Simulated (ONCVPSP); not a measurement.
**Before and after: ONCV potential for W**

- Element: tungsten
- Generator: ONCVPSP 4.0.1
- Type: optimised norm-conserving Vanderbilt (ONCV)
- Functional: BLYP
- Relativity: fully relativistic
- Frozen core: [Kr] 4d10 4f14
- Valence charge: 14
- Reference configuration: 5s2 5p6 5d4 (charge +2)
- Partial waves: 5s: rc 1.25 bohr, ncon 4, nbas 8, qcut 4.9 1/bohr, 2 projectors, debl 2.8 Ha; 5p: rc 1.35 bohr, ncon 5, nbas 9, qcut 5.3 1/bohr, 1 projector; 5d: rc 2.25 bohr, ncon 3, nbas 7, qcut 7 1/bohr, 1 projector
- Local potential: polynomial inside 0.80 bohr (lpopt 5, dvloc0 0 Ha)
- Core correction: Teter function fitted to the true core (icmod 2), fcfact 0.3

Open shells are filled in proportion to 2j + 1.

In the s channel the program set the typed energies aside and used -3.487, 0.250 Ha.

Change: p: ncon 3, nbas 7.

Cutoffs: the cutoffs (Ha) at which the residual kinetic energy of the hardest occupied pseudo-wave falls to 1 and 0.1 mHa per electron; they do not see the model core or the augmentation charge, which bear on the density cutoff. Errors are all-electron minus pseudo energies relative to the spin-unpolarised reference configuration.

Question: How do hardness, ghosts and transferability respond?

Answer: The potential gets softer (125 Ha and 146 Ha → 108 Ha and 128 Ha); both files keep a bound ghost (p, s); of the 4 tests that both files solve, the error grows in 0 and shrinks in 1 by more than 15 % and 0.3 meV (median size 4.1 → 4.2 meV).

| quantity | base | changed |
| --- | --- | --- |
| cutoff, loose | 125 Ha | 108 Ha |
| cutoff, tight | 146 Ha | 128 Ha |
| loose cutoff by channel | s 108 Ha, p 125 Ha, d 15 Ha | s 108 Ha, p 74 Ha, d 15 Ha |
| bound ghosts | s, p3/2, p1/2 | s, p3/2, p1/2 |
| GHOST(+) flags under 300 eV | none | none |
| error for 5s2 5p6 5d4 6s2, meV [ΔE -24.57 eV] | +6.1 | +6.3 |
| error for 5s2 5p6 5d4 6s1, meV [ΔE -15.75 eV] | +2.1 | +2.2 |
| error for 5s2 5p6 5d3, meV [ΔE 25.33 eV] | -1.8 | -1.6 |
| error for 5s1 5p6 5d4 6s2, meV [ΔE 60.58 eV] | -92 | -68 |
| s: phases at 1.27 bohr within 0.05 rad from the reference energy up to (Ha; the scan ends near 5) | to the end of the scan | to the end of the scan |
| p3/2: phases at 1.37 bohr within 0.05 rad from the reference energy up to (Ha; the scan ends near 5) | to the end of the scan | to the end of the scan |
| p1/2: phases at 1.37 bohr within 0.05 rad from the reference energy up to (Ha; the scan ends near 5) | -2.1 | n/a |
| d5/2: phases at 2.28 bohr within 0.05 rad from the reference energy up to (Ha; the scan ends near 5) | 0.8 | 0.8 |
| d3/2: phases at 2.28 bohr within 0.05 rad from the reference energy up to (Ha; the scan ends near 5) | 0.8 | 0.8 |
| rms error of d²Exc/dni dnj with the model core, mHa | 4.84 | 4.81 |

 A true bound ghost makes a file unfit for plane-wave use even where its test errors are small: the radial tests pick states by their node count and pass the ghost by.
